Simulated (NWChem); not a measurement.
System: ZrH4O; SMILES [OH][ZrH3]

```xyz
6

Zr     0.0000     0.3121     0.0000
O     -0.0004    -1.5679    -0.0006
H      0.0028    -2.5258     0.0044
H     -1.7439     0.8639    -0.3341
H      0.5827     0.8600     1.6784
H      1.1627     0.8631    -1.3422
```
Atoms are numbered in this order, from 1.

Results from NWChem. Medium grid unless said otherwise, to which SCAN and Minnesota functionals are sensitive. All runs use the structure optimised with PBE0/def2-SVP. def2 effective core potentials on Zr; no spin-orbit coupling.

For level MN15-L/def2-SVP:

```yaml
highest occupied level (eV): -7.18
orbital gap (eV): 4.83
dipole (D): 2.23
```

### Question
What are these values for level PBE0/def2-SVP?

### Answer
- highest occupied level (eV) = -7.98
- orbital gap (eV) = 6.28
- dipole (D) = 2.03
